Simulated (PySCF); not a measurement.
**C₆ coefficients of unlike pairs at PBE0**

Calculated with PySCF 2.14 from the dipole response of each species, C₆(A,B) = (3/π) ∫ α_A(iu) α_B(iu) du, in atomic units, from isotropic polarisabilities. For ions this is the dispersion term alone; charge-induced terms of lower order in 1/R come first.

```json
{"species": "Xe⁺", "configuration": "[Kr] 4d10 5s2 5p5 (2P)", "basis": "aug-cc-pVQZ-PP with one added diffuse shell each of s, p, d, f, g type with ECP28MDF (8s8p6d4f3g)", "relativity": "core potential", "α (bohr³)": "18.07", "C₆ (like pair)": "154.8"}
{"species": "Rh²⁺", "configuration": "[Kr] 4d7 (4F)", "basis": "aug-cc-pVDZ-PP with ECP28MDF (5s5p4d2f)", "relativity": "core potential", "α (bohr³)": "7.059", "C₆ (like pair)": "37.35"}
{"species": "I⁺", "configuration": "[Kr] 4d10 5s2 5p4 (3P)", "basis": "def2-TZVPPD with the def2 core potential (28 electrons) (7s6p4d2f)", "relativity": "core potential", "α (bohr³)": "20.20", "C₆ (like pair)": "174.0"}
```

Task: Estimate C₆ for Rh²⁺ with Xe⁺.

Result: The integral gives 73.67. The combination rule 2 C_A C_B / (C_A α_B/α_A + C_B α_A/α_B) gives 74.11 and the geometric mean 76.05.

No spin-orbit coupling is included.

The other pairs:

| pair | C₆ |
| --- | --- |
| I⁺, Xe⁺ | 164.0 |
| I⁺, Rh²⁺ | 77.42 |
